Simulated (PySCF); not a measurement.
## Computed properties of C2H8Zr, SMILES [CH3][ZrH2][CH3], multiplicity 1

Zr(Me)2(H)2 (C₂H₈Zr), SMILES [CH3][ZrH2][CH3], multiplicity 1. Geometry: B3LYP-D3(BJ)/def2-SVP. The multiplicity is an assumed one; other spin states were not compared. The def2 effective core potentials stand for the cores of Zr; spin–orbit coupling is left out. The values are those of a single conformer. All values are computed for the isolated molecule unless a solvent is named; none is compared with measurement here.

**Structure.** The optimised structure has C2v symmetry. All 27 harmonic modes at B3LYP-D3(BJ)/def2-SVP (PySCF) are real, so it is a minimum. With heavy atoms numbered as in [ZrH2:1]([CH3:2])[CH3:6], the shortest bond between them is Zr1–C2 at 2.198 Å and the longest Zr1–C6 at 2.198 Å.

**Vibrations.** The strongest infrared lines (harmonic, unscaled, degenerate partners summed) lie at 1639 cm⁻¹ (558 km/mol, H 98 %), 1670 cm⁻¹ (320 km/mol, H 99 %), 574 cm⁻¹ (271 km/mol, H 65 %, C 21 %, Zr 15 %). The softest mode is at 97 cm⁻¹ and the zero-point energy is 48.9 kcal/mol.

**Electronic structure.** B3LYP/def2-TZVPD (PySCF) places the frontier levels at -7.61 and -1.89 eV, a gap of 5.72 eV, and gives a dipole moment of 1.20 D and a mean polarisability of 80.5 bohr³. PBE/def2-TZVPD (PySCF) at the same geometry gives -6.55 and -2.60 eV, so its gap is 1.77 eV narrower. An orbital gap is neither the optical nor the fundamental gap.

**Excitations.** TDDFT-B3LYP/def2-SVPD (PySCF) has S1 at 4.25 eV (292 nm, f = 0.001, dark); the most intense of the 10 singlets computed lies at 5.19 eV (f = 0.01). T1 (TDA) is at 3.93 eV. TDDFT-PBE/def2-SVPD (PySCF) puts S1 at 3.96 eV. No vertical singlet excitation falls in the visible range (under 3.1 eV).
